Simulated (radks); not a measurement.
Polarisability of the phosphorus ion P+, [Ne] 3s2 3p2, at imaginary frequency. Calculated with a radial shooting solver on a logarithmic mesh with Libxc functionals: non-relativistic Kohn-Sham, LB94 model potential, spin-polarised, spherical densities, point nucleus; open shells are filled with parallel spins first. Response by self-consistent Sternheimer equations with the Hartree and adiabatic LDA kernel.

| w (hartree) | alpha1(iw) (bohr^3) |
|---|---|
| 0.00266 | 14.38 |
| 0.0143 | 14.36 |
| 0.0360 | 14.29 |
| 0.0697 | 14.05 |
| 0.118 | 13.49 |
| 0.186 | 12.37 |
| 0.280 | 10.54 |
| 0.413 | 8.092 |
| 0.605 | 5.486 |
| 0.892 | 3.274 |
| 1.35 | 1.739 |
| 2.12 | 0.8328 |
| 3.59 | 0.3618 |
| 6.94 | 0.1353 |
| 17.5 | 0.03137 |

Static values: alpha1 = 14.38 bohr^3 (2.131 angstrom^3; uncoupled 23.10). C6 = 73.77, triple-dipole C9 = 783.4 atomic units. One-pole (London) frequency 4 C6 / (3 alpha1^2) = 0.476 hartree, against 0.709 for minus the highest occupied eigenvalue.
